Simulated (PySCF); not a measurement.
A geometry optimisation on C4H20N4Sn4.

Method: PBE0-D3(BJ)/def2-SVP geometry optimisation, gas phase, def2 core potentials past Kr (PySCF 2.14.0). Start geometry: GFN2-xTB. The command runs a driver script over a list of jobs; the input below is this job's line of settings and its coordinates in Å.

Command:
```bash
OMP_NUM_THREADS=2 python probes_run.py task.json out
```

Input:
```
{"job": {"xc": "PBE0", "basis": "def2-SVP", "d3": "d3bj", "grid": 1, "maxiter": 40, "shake": 0.03, "kind": "geom"}, "charge": 0, "multiplicity": 1}
Sn     0.272750     1.111350    -2.496290
H      0.459860     2.675610    -3.198310
H     -0.148340    -0.032710    -3.664810
N     -1.357990     1.408660    -1.376820
C     -2.685420     1.076060    -2.124180
Sn    -1.586920     1.234820     0.620240
H     -3.029280     1.885510     1.017570
H     -0.243120     2.096930     1.309270
N     -1.689610    -0.655540     1.428540
C     -1.892870    -0.684330     2.835320
Sn    -0.651670    -2.221760     0.628940
H     -0.880920    -3.470990     1.689130
H     -1.202200    -2.460680    -1.007050
N      1.322870    -1.854040     0.625010
C      1.865730    -1.420110     1.875350
Sn     2.323250    -1.150870    -1.023460
H      1.849940    -2.114470    -2.334530
H      3.919630    -1.161070    -0.612640
N      1.907040     0.706940    -1.539480
C      2.361950     1.763510    -0.641140
H     -2.800510     0.045680    -2.410730
H     -2.697740     1.644910    -3.021640
H     -3.521170     1.380910    -1.542260
H     -1.066550    -0.233550     3.345510
H     -1.988070    -1.734450     3.162760
H     -2.812180    -0.065000     3.046960
H      1.505070    -0.436130     2.187360
H      2.993110    -1.336540     1.887370
H      1.588290    -2.094140     2.644570
H      2.423160     2.750540    -1.207950
H      1.835310     1.840950     0.274980
H      3.482440     1.455820    -0.436040
```

Problem. Estimate the output.

Solution. 
```
step   0  E = -1239.83824080  max force = 0.071531
step   1  E = -1239.87611521  max force = 0.020227
step   2  E = -1239.87989056  max force = 0.007822
step   3  E = -1239.88153626  max force = 0.005193
step   4  E = -1239.88215742  max force = 0.004665
step   5  E = -1239.88294159  max force = 0.001729
step   6  E = -1239.88326142  max force = 0.001842
step   7  E = -1239.88354817  max force = 0.002237
step   8  E = -1239.88372993  max force = 0.001397
step   9  E = -1239.88386855  max force = 0.000859
step  10  E = -1239.88398392  max force = 0.001369
step  11  E = -1239.88407068  max force = 0.001434
step  12  E = -1239.88415117  max force = 0.001188
step  13  E = -1239.88428786  max force = 0.001221
step  14  E = -1239.88439748  max force = 0.000944
step  15  E = -1239.88446035  max force = 0.000968
step  16  E = -1239.88451998  max force = 0.000707
step  17  E = -1239.88455291  max force = 0.000745
step  18  E = -1239.88459249  max force = 0.000814
step  19  E = -1239.88460167  max force = 0.000533
step  20  E = -1239.88461430  max force = 0.000238
optimisation converged
```

Energies in Eh; «max force» is the largest Cartesian gradient component in Eh/bohr.

Problem. Give the first gradient maximum in eV/Å.

Solution. With 1 Eh/bohr = 51.422 eV/Å, 3.678 eV/Å.

Problem. How much energy does the optimisation release, in kJ/mol?

Solution. E(step 0) − E(last step) = 0.046374 Eh, which is 121.8 kJ/mol.

In short: final energy -1239.88461 Eh after 20 steps; dipole 0.50 D.

Time: 49 min wall, 1.8 h CPU; peak memory 3.7 GiB. Hardware: an Intel Xeon Platinum 8175M at 2.50 GHz with 2 threads, no GPU, shared host.
Labels such as C1 count atoms from 1, the log's own numbers from 0.
